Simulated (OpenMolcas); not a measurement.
## 4d ions of charge +1 along the row

- Program: OpenMolcas 26.06
- Method: XMS-CASPT2, IPEA 0.25 Eh, imaginary shift 0.1 Eh
- Basis: ANO-RCC-VTZP
- Scalar Hamiltonian: DKH2, point nucleus
- Spin-orbit coupling: state interaction with AMFI integrals over the reference wave functions, term energies averaged over their components

Active space: the 4d shell; CASPT2 also correlates the outermost closed s and p core shells.

B and C come from two terms' centres of gravity (d2, d8: 3P = 15B, 1G = 12B + 2C; d3, d7: 4P = 15B, 2G = 4B + 3C; d4, d6: 3G = 9B + 4C, 3H = 4B + 4C; d5: 4D = 17B + 5C, 4G = 10B + 5C, above the ground term), where all their levels are at least 80 % pure. ζ = ±2S·A comes from the whole width of the ground multiplet by E(J) = (A/2) J(J+1), where its levels are at least 85 % pure. Energies in cm-1.

```json
{"Ion": "Nb+", "Configuration": "4d⁴", "Lowest level": "⁵D₀", "Weight (%)": "98", "B": "478", "C": "1919", "ζ": "493", "ζ measured": "490"}
{"Ion": "Mo+", "Configuration": "4d⁵", "Lowest level": "⁶S_5/2", "Weight (%)": "99", "B": "434", "C": "2309", "ζ": "", "ζ measured": ""}
{"Ion": "Ru+", "Configuration": "4d⁷", "Lowest level": "⁴F_9/2", "Weight (%)": "99", "B": "546", "C": "3069", "ζ": "912", "ζ measured": "887"}
{"Ion": "Rh+", "Configuration": "4d⁸", "Lowest level": "³F₄", "Weight (%)": "99", "B": "", "C": "", "ζ": "1022", "ζ measured": "1023"}
```

Measured columns use the levels in NIST Handbook of Basic Atomic Spectroscopic Data (Nb+, Ru+, Rh+).

The computed B goes from 478 (Nb+) to 546 cm-1 (Ru+), a factor of 1.14, though not at every step. The Trees term is left out, which lowers the B read from the levels of every ion, most for d4 to d6. The pair of terms that fixes B changes along the row, so steps between ions also reflect that choice.

The computed ζ goes from 493 (Nb+) to 1022 cm-1 (Rh+), a factor of 2.07, rising at every step. It departs from the measured column by 0 to +3 %.

Term energies are means over components that CASPT2 splits; among the low terms the widest spread is 2500 cm-1 (4d⁷ ²G, Ru+). Configurations with an s electron lie low at this charge and mix in, so terms can be misplaced. The CASPT2 spread within a term exceeds the gap to the next term for 4d⁴ ³H and 4d⁴ ³F(1), 4d⁴ ³D and 4d⁴ ¹G(1), 4d⁴ ¹G(1) and 4d⁴ ¹I and others, so the order of their levels is uncertain, and so are names and mixing where such terms share a J (figures for Nb+; the like holds for Mo+, Ru+, Rh+). Some high roots are left out of the spin-orbit mixing, which shifts the levels that they would mix with (holds for Nb+; Mo+). Some terms miss by over 15 % even with CASPT2, which points to a basis or an active space too small for the shells correlated (holds for Nb+). Measured partners are found by configuration, term and J. A level has none where our copy of the source lacks it or the pairing is in doubt (some pairs that miss far off the trend of their configuration count as doubtful), and it then counts in no deviation. Only configurations of the active space appear.

A number in round brackets counts repeated terms of one configuration in the order of the reference energies.
